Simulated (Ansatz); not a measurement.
Input and output for C2H5AlGaN.

```yaml
crystal:
  periodic: [false, false, false]
  atoms:
    - {symbol: C, position_ang: [-1.787763, -0.771730, 0.722539]}
    - {symbol: Al, position_ang: [0.088791, -0.319571, 0.981005]}
    - {symbol: Ga, position_ang: [1.471007, -0.143225, -1.123212]}
    - {symbol: C, position_ang: [2.302482, 1.334566, -2.158697]}
    - {symbol: N, position_ang: [2.826611, 2.099328, -2.847507]}
    - {symbol: H, position_ang: [-1.937057, -1.854392, 0.739390]}
    - {symbol: H, position_ang: [-2.388658, -0.347431, 1.533151]}
    - {symbol: H, position_ang: [-2.184889, -0.388620, -0.219792]}
    - {symbol: H, position_ang: [1.076864, -0.763539, 2.133578]}
    - {symbol: H, position_ang: [0.615712, 1.103317, 0.242345]}
basis:
  gaussian: {orbitals: aug-cc-pVTZ, final_grid: {core_spheres: 20, valence_spheres: 16, degree: 47}, nuclear_model: gaussian}
hamiltonian: {xc: {name: B97M-V}}
output: {forces: true}
```

```sh
$ ansatz run in.yaml --threads 4 --pin off --events-out ev --progress --plain --max-ram 10444MiB
```

Shortened log:

```
Functional definition: B97M-V
1708 factors; their error is unknown
mean field evaluation 1: about -62596.3344 eV, gradient 7.7e1 eV
mean field evaluation 2: about -62533.2529 eV, gradient 1.5e2 eV
mean field evaluation 4: about -62608.7161 eV, gradient 2.9e1 eV
mean field evaluation 8: about -62610.4521 eV, gradient 1.7e-1 eV
mean field evaluation 16: about -62610.4205 eV, gradient 6.5e-3 eV
mean field -62610.42054209 eV, -2300.8905160544 hartree, gradient 4.5e-5 eV, S^2 0.000000; 0 other end points of the search recorded, 0 dependent functions left out
reference -62610.42064783 eV, -2300.8905199405 hartree; 34, 34 occupied and 328, 328 virtual orbitals, 1708 factors
Total energy: -62610.42064783 eV, -2300.8905199405 hartree
Atom 0 at    -1.787763    -0.771730     0.722539 Å, force    -0.037205    -0.005533     0.030069 eV/Å
Atom 1 at     0.088791    -0.319571     0.981005 Å, force    -0.089234    -0.085256     0.055980 eV/Å
Atom 2 at     1.471007    -0.143225    -1.123212 Å, force     0.079199     0.023737    -0.114350 eV/Å
Atom 3 at     2.302482     1.334566    -2.158697 Å, force    -0.094056    -0.153668     0.125460 eV/Å
Atom 4 at     2.826611     2.099328    -2.847507 Å, force     0.098573     0.132787    -0.132297 eV/Å
Atom 5 at    -1.937057    -1.854392     0.739390 Å, force    -0.011267     0.211533    -0.004792 eV/Å
Atom 6 at    -2.388658    -0.347431     1.533151 Å, force     0.072925    -0.098666    -0.167295 eV/Å
Atom 7 at    -2.184889    -0.388620    -0.219792 Å, force     0.047969    -0.085907     0.185876 eV/Å
Atom 8 at     1.076864    -0.763539     2.133578 Å, force    -0.048145     0.022454    -0.019960 eV/Å
Atom 9 at     0.615712     1.103317     0.242345 Å, force    -0.018759     0.038519     0.041308 eV/Å
Dipole moment:    -0.490701    -0.553286     0.344384 e Å
```

It took 21 s on 4 threads of an Arm Neoverse V2 on a shared host, with 0.75 GiB of host memory at the peak.
